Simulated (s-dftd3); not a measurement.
C$_{6}$H$_{11}$O$_{2}$ (SMILES CCC[CH]OC(C)=O), doublet, at a GFN2-xTB geometry; D3(bj) for tpss in s-dftd3.

The s-dftd3 input:
```
$ s-dftd3 mol.xyz --bj tpss --json dftd3.json --noedisp --grad

# file mol.xyz
19

C     -2.43892695     0.73525158    -1.20292531
C     -2.68613443    -0.47005965    -0.30645903
C     -1.41213080    -1.32036800    -0.13220164
C     -0.34023799    -0.58244925     0.56145168
O      0.80244250    -0.32971528    -0.10352844
C      1.77923886     0.41022206     0.47069981
C      2.96104545     0.54625189    -0.44912569
O      1.68008295     0.88713365     1.57830160
H     -3.34995736     1.31769669    -1.31784557
H     -2.10743846     0.41702231    -2.18898452
H     -1.67239038     1.37620481    -0.77351093
H     -3.02552388    -0.13496139     0.67498953
H     -3.46778046    -1.09740177    -0.73876555
H     -1.68083452    -2.21165249     0.44653091
H     -1.04558782    -1.63837641    -1.10936420
H     -0.44991665    -0.17053343     1.55160854
H      2.81166249    -0.04580252    -1.34643175
H      3.09022132     1.59376922    -0.71487885
H      3.86021744     0.22159643     0.06982802
```

Q: Predict the main parts of the log of this s-dftd3 run.

A: 
```
-----------------------------------
 s i m p l e   D F T - D 3  v1.4.0
-----------------------------------

Rational (Becke-Johnson) damping: tpss-D3(BJ)
---------------------
  s6         1.0000
  s8         1.9435
  s9         0.0000
  a1         0.4535
  a2         4.4752
 alp        14.0000
--------------------

Dispersion energy:      -1.8257300896440E-02 Eh

Gradient norm:           1.0332160005834E-03 Eh/a0
--------------------------------------------------
     #    Z           dE/dx      dE/dy      dE/dz
--------------------------------------------------
     1    6 C    -2.749E-04  1.943E-04 -1.969E-04
     2    6 C    -2.234E-04 -3.656E-05 -2.672E-05
     3    6 C    -1.426E-04 -2.568E-04  1.868E-05
     4    6 C     9.106E-05 -1.414E-04  2.272E-04
     5    8 O     2.259E-04 -5.954E-05  6.324E-05
     6    6 C     2.520E-04  5.419E-05  9.279E-05
     7    6 C     2.506E-04  6.532E-05 -6.815E-05
     8    8 O     1.097E-04  1.154E-04  2.257E-04
     9    1 H    -1.008E-04  1.234E-04 -7.509E-05
    10    1 H    -9.080E-05  1.023E-04 -1.917E-04
    11    1 H    -1.350E-04  2.153E-04 -1.094E-04
    12    1 H    -1.710E-04  8.045E-06  7.862E-05
    13    1 H    -1.610E-04 -6.431E-05 -2.564E-05
    14    1 H    -3.938E-05 -1.829E-04  5.173E-05
    15    1 H    -4.525E-06 -1.895E-04 -7.889E-05
    16    1 H     4.743E-05 -1.961E-05  1.985E-04
    17    1 H     1.334E-04  3.207E-07 -1.020E-04
    18    1 H     1.060E-04  6.708E-05 -5.856E-05
    19    1 H     1.272E-04  4.892E-06 -2.342E-05
--------------------------------------------------

Virial:
--------------------------------------------------
      component           x          y          z
--------------------------------------------------
          x       1.147E-02  7.972E-04  1.661E-03
          y       7.972E-04  4.079E-03 -1.009E-03
          z       1.661E-03 -1.009E-03  3.903E-03
--------------------------------------------------

[Info] JSON dump of results written to 'dftd3.json'
```
